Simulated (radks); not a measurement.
K2+, configuration [Ne] 3s2 3p4.5 4p0.5 (fractional occupations, a model configuration). Method: non-relativistic Kohn-Sham, BLYP, spin-polarised, spherical densities, point nucleus; open shells are filled with parallel spins first; computed with a radial shooting solver on a logarithmic mesh with Libxc functionals.

Normalised radial functions P(r) = r R(r), r in bohr:

```
   r/bohr * 3s up (the largest magnitude, 1.01, reaches the edge; | marks zero)
  0.01008                             |   *
  0.01155                             |   *
  0.01323                             |    *
  0.01504                             |    *
  0.01723                             |    *
  0.01974                             |     *
  0.02262                             |     *
  0.02571                             |      *
  0.02945                             |      *
  0.03374                             |      *
  0.03866                             |       *
  0.04394                             |       *
  0.05034                             |      *
  0.05767                             |      *
  0.06607                             |     *
  0.07509                             |    *
  0.08603                             |  *
  0.09857                             | *
    0.112                            *|
   0.1283                          *  |
    0.147                       *     |
   0.1685                    *        |
   0.1915                  *          |
   0.2194                *            |
   0.2513               *             |
   0.2879               *             |
   0.3273                 *           |
   0.3749                    *        |
   0.4296                        *    |
   0.4882                             |*
   0.5593                             |      *
   0.6408                             |            *
   0.7342                             |                  *
   0.8344                             |                       *
    0.956                             |                         *
    1.095                             |                          *
    1.255                             |                        *
    1.426                             |                     *
    1.634                             |                 *
    1.872                             |            *
    2.145                             |        *
    2.438                             |     *
    2.793                             |  *
    3.199                             | *
    3.636                             |*
    4.166                             *
    4.773                             *
    5.468                             *
    6.215                             *
    7.121                             *
    8.158                             *
    9.346                             *
    10.62                             *
    12.17                             *
```

3s up: eigenvalue -60.619 eV, 2 radial nodes at r = 0.108, 0.483 bohr, <r> = 1.22 bohr, 90 % of the charge inside 1.82 bohr.
